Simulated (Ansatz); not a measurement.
Isolated molecules relaxed with PBE0-D4/def2-TZVP in Ansatz; ΔE leaves out vibrations. CCSD(T)/CBS is the MP2 limit (def2-TZVPP, def2-QZVPP) plus CCSD(T) − MP2 in def2-TZVPP, frozen cores. This one scheme is used for every species. DFT in def2-TZVPP. Open shells (•) are unrestricted, without spin–orbit coupling. Elements past krypton have def2 core potentials. For Sn outer-core shells are correlated without core-valence functions, which leaves a few kJ/mol of doubt a bond. Each species was taken in one conformer, which may not be the lowest.

Consider the homolysis of the Si–Sn bond: `O[SiH2][SnH2][Cl]` → `O[SiH2]`• + `[Cl][SnH2]`•.

`O[SiH2][SnH2][Cl]`:

```xyz
9

O    -0.560   -0.453    1.890
Si    0.280    0.688    1.062
Sn    0.049    0.006   -1.413
Cl   -0.711   -2.203   -0.987
H    -0.728   -1.278    1.420
H    -0.311    2.022    1.327
H     1.720    0.715    1.430
H    -1.187    0.702   -2.361
H     1.448   -0.200   -2.366
```

`O[SiH2]`•:

```xyz
5

O     0.083   -0.331   -1.071
Si    0.111    0.493    0.361
H    -0.765   -0.422   -1.509
H    -0.911   -0.044    1.315
H     1.482    0.303    0.905
```

`[Cl][SnH2]`•:

```xyz
4

Cl   -2.019   -0.159    0.059
Sn    0.222    0.507   -0.093
H     0.877   -0.424   -1.388
H     0.919    0.076    1.423
```

(1) What is ΔE at CCSD(T)/CBS? (Best estimate.)

(2) What do these levels give: B2PLYP, r2SCAN, HF/def2-TZVPP, SCS-MP2/def2-TZVPP, HF/CBS(def2), CCSD/CBS(def2)? (An estimate is asked.)

Largest T1 diagnostic among the species: 0.015.

## Answers

(1) Ansatz gave: +301.0 kJ/mol.

(2) Ansatz gave: B2PLYP 270.4, r2SCAN 264.4, HF/def2-TZVPP 196.8, SCS-MP2/def2-TZVPP 288.1, HF/CBS(def2) 195.3, CCSD/CBS(def2) 294.1 kJ/mol.

From PBE to PBE0 (25 % exact exchange), in def2-TZVPP and without D4, ΔE moves by +6.6 kJ/mol. In def2-TZVPP, CCSD(T) changes the Hartree–Fock value by +87.6 kJ/mol (the triples alone add +6.8 kJ/mol) and MP2 by +94.5 kJ/mol; breaking electron pairs costs correlation energy, which Hartree–Fock lacks. The D4 term adds +16.2 kJ/mol with B3LYP and +8.9 kJ/mol with PBE0; it sums over pairs of atoms, weighted by their polarisabilities, and B3LYP, whose exchange is more repulsive, gets the larger term.

B3LYP here is the variant with VWN-RPA as its local correlation; programs differ in this.
